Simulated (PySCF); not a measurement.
CH₄ClFOSi₂, SMILES F[Si@H]1OC[Si@@H]1Cl.

Geometry: B3LYP-D3(BJ)/def2-SVP. The structure was generated by enumeration; whether it is a known compound was not checked.

Two levels are set side by side: PBE/def2-TZVP (PySCF) and B3LYP/def2-TZVP (PySCF). Same geometry, gas phase. Differences are taken from unrounded values.

| quantity | B3LYP |
|---|---|
| orbital gap (eV) | 6.55 |
| highest occupied level (eV) | -7.77 |
| lowest empty level (eV) | -1.22 |
| dipole moment (D) | 1.18 |
| mean polarisability (bohr³) | 75.2 |

Problem. What does PBE give, and how far is it from B3LYP? (An estimate is asked for; the answer gives what the named calculation found.)

Solution. 
| quantity | PBE | PBE minus B3LYP |
|---|---|---|
| orbital gap (eV) | 4.83 | -1.72 |
| highest occupied level (eV) | -6.75 | 1.02 |
| lowest empty level (eV) | -1.92 | -0.70 |
| dipole moment (D) | 1.05 | -0.13 |
| mean polarisability (bohr³) | 78.0 | 2.8 |

Without exact exchange PBE keeps part of each electron's self-repulsion, which lifts occupied levels and narrows the gap. Loosely held outer electrons make PBE densities more polarisable. Differences between two approximate levels are no errors against the true value.

Rough cost on one machine, each run with all the roots and properties that it gave: B3LYP against PBE within a factor of 2.
